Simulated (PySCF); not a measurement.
# Energy of Re⁺ (rhenium, charge +1) between two integer charges

The 6s alpha orbital of [Xe] 4f14 5d5 6s1 is emptied in steps (occupation f), with all orbitals relaxed, ending at [Xe] 4f14 5d5. All numbers are calculated (PySCF 2.14, a scalar-relativistic core potential, in aug-cc-pVTZ-PP with ECP60MDF (6s6p5d3f2g, 88 functions)). The exact energy is a straight line in f; departures are measured from the line between the end points of the same method.

Q: Among PBE0, r2SCAN, LC-wPBE, which shows the largest delocalisation error (convex curve), and which is closest to linear?

A: Most convex: r2SCAN (-0.799 eV at f = 0.4); closest to linear: LC-wPBE (-0.028 eV).

```tsv
f	PBE0 (eV)	r2SCAN (eV)	LC-wPBE (eV)
1	0.000	0.000	0.000
0.8	-0.418	-0.533	-0.019
0.6	-0.629	-0.799	-0.028
0.4	-0.631	-0.799	-0.028
0.2	-0.422	-0.533	-0.019
0	0.000	0.000	0.000
```

```
 method  E(f=0) − E(f=1) (eV)  −ε at f=1 (eV)  −ε at f=0.4 (eV)
   PBE0                16.830          14.224            17.348
 r2SCAN                17.152          13.817            17.813
LC-wPBE                16.511          16.392            16.533
```

Reference removal energy between the ground levels: 16.6 ± 0.5 eV (semi-empirical (NIST evaluation); NIST Atomic Spectra Database, ionization energies).
